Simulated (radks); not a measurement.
Task: Ionisation ladder of platinum, from Pt66+ to Pt77+. Each ion is in the ground configuration listed by NIST, and IE = E(next ion) - E(this ion), with E = 0 for the bare nucleus. Calculated with a radial shooting solver on a logarithmic mesh with Libxc functionals: Dirac Kohn-Sham, BLYP, spin-unpolarised, spherical densities, finite nucleus; open shells fill j = l - 1/2 first; Fermi nuclear charge, rms radius 5.427 fm.

species  configuration  IE, Delta-SCF (eV)  -e(HOMO) (eV)   HOMO
Pt66+         [Ne] 3s2              7989.2         7923.7  3s1/2
Pt67+         [Ne] 3s1                   ?         8054.2  3s1/2
Pt68+             [Ne]                   ?        17400.5  2p3/2
Pt69+     [He] 2s2 2p5             17934.1        17755.8  2p3/2
Pt70+     [He] 2s2 2p4             18291.8        18112.8  2p3/2
Pt71+     [He] 2s2 2p3             18650.7        18471.1  2p3/2
Pt72+     [He] 2s2 2p2               20918          20713  2p1/2
Pt73+     [He] 2s2 2p1               21328          21123  2p1/2
Pt74+         [He] 2s2               21924          21762  2s1/2
Pt75+         [He] 2s1               22236          22085  2s1/2
Pt76+             [He]                   ?          88738  1s1/2
Pt77+              1s1                   ?          90087  1s1/2

Estimate the withheld Delta-SCF values.

Result: Pt67+: 8117.8 eV (NIST 8100); Pt68+: 17578.0 eV (NIST 17540); Pt76+: 89418 eV (NIST 88955.1); Pt77+: 90690 eV (NIST 90659.8).

Beside tabulated values, note that spin-unpolarised runs miss the spin-polarisation part of the exchange energy of open shells.
